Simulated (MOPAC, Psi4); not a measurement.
Relaxed torsion scan: C5H6S2, SMILES CSc1cccs1. Scanned: dihedral C1–S2–C3–S7; all other coordinates were relaxed at GFN2-xTB. Points at φ and −φ are mirror images. Heavy atoms are numbered in the order of the SMILES CSc1cccs1, hydrogens after them in the order of the atoms that carry them; the mirror image has the same energies with the sign of each dihedral reversed.

- PM6, restricted, heats of formation // GFN2-xTB (MOPAC)
- MP2/cc-pVTZ = Psi4 1.11 with DF-MP2 (frozen core)/cc-pVTZ // GFN2-xTB

Energies relative to the lowest point of each profile, in kJ/mol:

```tsv
φ / °	PM6
-150	0.4
-120	0.8
-90	1.1
-60	1.7
-30	2.4
0	2.6
30	2.4
60	1.7
90	1.1
120	0.8
150	0.4
180	0.0
```

Estimate the MP2/cc-pVTZ values at these points.

-150: 6.5; -120: 3.5; -90: 0.0; -60: 1.8; -30: 4.7; 0: 5.7; 30: 4.7; 60: 1.8; 90: 0.0; 120: 3.5; 150: 6.5; 180: 6.1 (kJ/mol).
